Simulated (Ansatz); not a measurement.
Gas-phase electronic energies from Ansatz, PBE0-D4/def2-TZVP geometries. CCSD(T)/CBS is the MP2 limit (def2-TZVPP, def2-QZVPP) plus CCSD(T) − MP2 in def2-TZVPP, frozen cores. DFT in def2-TZVPP. For Ge outer-core shells are correlated without core-valence functions, which leaves a few kJ/mol of doubt a bond. Scalar relativity is left out up to krypton. One conformer a species, not always the lowest.

`[F][Ge]([SiH3])([SH])[Cl]` + `CC(F)S` → `CC(F)S[SiH3]` + `[F][GeH]([SH])[Cl]`  (cleavage of the Si–Ge bond)

CCSD(T)/CBS gives -26.4 kJ/mol.

(1) Another level gave -27.5 kJ/mol. Which?
A. PBE0/def2-TZVPP
B. PBE/def2-TZVPP
C. ωB97X-V/def2-TZVPP
D. MP2/def2-TZVPP

Largest T1 diagnostic among the species: 0.012.

Answers

(1) C. ωB97X-V -27.5, PBE0 -22.3, PBE -17.3, MP2/def2-TZVPP -31.9 kJ/mol.

From PBE to PBE0 (25 % exact exchange), in def2-TZVPP and without D4, ΔE moves by −5.0 kJ/mol.
